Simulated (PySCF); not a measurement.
C6H11OS (doublet state).
Z-matrix (Å and degrees, GFN2-xTB geometry), rows numbered from 1:
```
O 
C   1  1.3638
C   2  1.4868  1  121.00
C   3  1.5063  2  106.09  1    76.30
C   4  1.3308  3  127.02  2   -98.07
C   5  1.4983  4  127.43  3    -7.97
C   6  1.5286  5  111.03  4  -106.85
S   7  1.8272  6  112.04  5    71.00
H   1  0.9648  2  109.50  3    19.89
H   2  1.0758  1  112.17  3   153.62
H   3  1.0920  2  110.99  1   -44.96
H   3  1.0906  2  109.65  1  -165.03
H   4  1.0816  3  114.00  2    74.95
H   5  1.0831  4  118.53  3   175.36
H   6  1.0944  5  109.14  4   134.21
H   6  1.0907  5  111.95  4    14.53
H   7  1.0895  6  111.05  5  -172.15
H   7  1.0903  6  111.33  5   -50.17
H   8  1.3320  7   95.43  6   -56.19
```

The hyperfine couplings belong to this conformer and change with its torsions.

Identity: `O[CH]C/C=C\CCS` [radical].

Level of theory: UKS B3LYP, pcH-1 on C H O S, non-relativistic, mean-field spin-orbit, GIAO (PySCF). Isolated species at its GFN2-xTB geometry (one conformer only). The geometry wasn't refined by DFT: couplings that depend on bond lengths, twists or pyramidal angles can differ widely from those at the functional's own minimum. No stability test was run, so a lower SCF solution isn't excluded.

Predict the first-order ENDOR lines of C2, C4, C3, C5, C7, H10, H11/H12, H9, H15/H16 and H13 under fast tumbling at B = 3352.0 mT (W band).

ν± = |νn ± a/2|, one line for each electron-spin manifold; νn = |g_N| × 7.62259 MHz/T × B.

```tsv
nuclei	isotope	g_N	νn (MHz)	a_iso (MHz)	lower line (MHz)	upper line (MHz)
C2	13C	1.4048	35.89	143.01	35.61	107.40
C4	13C	1.4048	35.89	67.56	2.11	69.68
C3	13C	1.4048	35.89	-16.05	27.87	43.92
C5	13C	1.4048	35.89	7.79	32.00	39.79
C7	13C	1.4048	35.89	6.16	32.81	38.97
H10	1H	5.5857	142.72	-45.75	119.84	165.60
H11/H12	1H	5.5857	142.72	26.48	129.48	155.96
H9	1H	5.5857	142.72	-11.33	137.05	148.38
H15/H16	1H	5.5857	142.72	3.07	141.18	144.26
H13	1H	5.5857	142.72	-1.74	141.85	143.59
```

The rows for 13C, of low natural abundance, apply to labelled samples.

Which pairs are centred on the nuclear Larmor frequency, and which on half the coupling?

Centred on νn, since |a| < 2νn: C4, C3, C5, C7, H10, H11/H12, H9, H15/H16 and H13. Centred on |a|/2 and split by 2νn: C2.

At what field would the lower line of C3 fall to zero frequency?

Where νn = |a|/2, that is B = 8.03 MHz/(1.4048 × 7.62259 MHz/T) = 750 mT, as far as first order holds there.

Couplings of abundant isotopes left out: H14 (1.4 MHz).

Class means assume fast exchange of nuclei equivalent by connectivity; if that motion is slow, each nucleus keeps its own coupling. The 1H value of +26.5 MHz is a mean of couplings from 20.8 to 32.2 MHz in this one geometry, not an average over conformers. The 1H value of +3.1 MHz is a mean of couplings from 0.1 to 6.1 MHz in this one geometry, not an average over conformers.
